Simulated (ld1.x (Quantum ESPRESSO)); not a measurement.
# Before and after: TM semilocal potential for Ge

Ge (Z = 32), norm-conserving Troullier–Martins (semilocal form), made with ld1.x (Quantum ESPRESSO) 7.5 (PBE, scalar-relativistic). Core [Ne] 3s2, reference 3p6 3d10 4s2 4p1.5 (charge +0.5). Waves: 4s (bound): rc 1.30 bohr; 3p (bound): rc 0.65 bohr; 4f channel at 0.5 Ry: rc 1.05 bohr; 3d (bound): rc 1.05 bohr. Local part: the d channel. Core correction: none.

Occupied shells without a wave of their own: 4p. They enter only through the test configuration that unscreens the potential.

All-electron outer shells of the reference configuration (PBE, scalar-relativistic, ld1.x):

```csv
shell,level (eV),outermost node (bohr),outermost maximum (bohr)
3s,-172.73,0.26,0.54
3p,-119.86,0.23,0.54
3d,-33.54,–,0.50
4s,-15.60,0.77,1.73
4p,-7.38,0.82,2.14
```

Change: wave 3p (bound): rc 0.65 bohr becomes 3p (bound): rc 0.74 bohr.

Cutoffs: the cutoffs (Ry, on a coarse ladder) from which the occupation-weighted sum of valence levels, in a spherical-Bessel basis at the reference potential, stays within 10 and 1 mRy of its value at 400 Ry; they do not see the model core or the augmentation charge, which bear on the density cutoff. Errors are all-electron minus pseudo energies relative to the spin-unpolarised reference configuration.

How do hardness, ghosts and transferability respond?

Of the 7 tests that both files solve, the error grows in 7 and shrinks in 0 by more than 15 % and 0.3 meV (median size 40.9 → 62.6 meV); neither file shows a bound ghost. More of the atom is replaced by a form fitted at one configuration, so other configurations suffer. A semilocal file is local in each channel, so a ghost entry of none says nothing of the separable form that plane-wave codes build from it.

| quantity | base | changed |
| --- | --- | --- |
| cutoff, loose | 260 Ry | 230 Ry |
| cutoff, tight | over 300 Ry | over 300 Ry |
| loose cutoff by channel (10 mRy a level) | s 40 Ry, p 200 Ry, d 200 Ry | s 40 Ry, p 110 Ry, d 200 Ry |
| bound ghosts | none | none |
| error for 3p6 3d10 4s2 4p2, meV [ΔE -2.80 eV] | +8.3 | +14 |
| error for 3p6 3d10 4s2 4p1, meV [ΔE 4.64 eV] | -11 | -19 |
| error for 3p6 3d10 4s2 4p0, meV [ΔE 20.08 eV] | -41 | -72 |
| error for 3p6 3d10 4s1 4p3, meV [ΔE 5.17 eV] | +23 | +42 |
| error for 3p6 3d10 4s1 4p0, meV [ΔE 54.87 eV] | -44 | -85 |
| error for 3p6 3d9 4s2 4p2, meV [ΔE 35.88 eV] | +48 | +63 |
| error for 3p6 3d9 4s2 4p3, meV [ΔE 26.82 eV] | +64 | +94 |
| s: phases at 1.41 bohr within 0.05 rad from the reference energy up to (Ry; the scan ends near 5) | 0.2 | 0.2 |
| p: phases at 1.41 bohr within 0.05 rad from the reference energy up to (Ry; the scan ends near 5) | to the end of the scan | to the end of the scan |
| d: phases at 1.41 bohr within 0.05 rad from the reference energy up to (Ry; the scan ends near 5) | 2.6 | 2.6 |
| f: phases at 1.41 bohr within 0.05 rad from the reference energy up to (Ry; the scan ends near 5) | to the end of the scan | to the end of the scan |
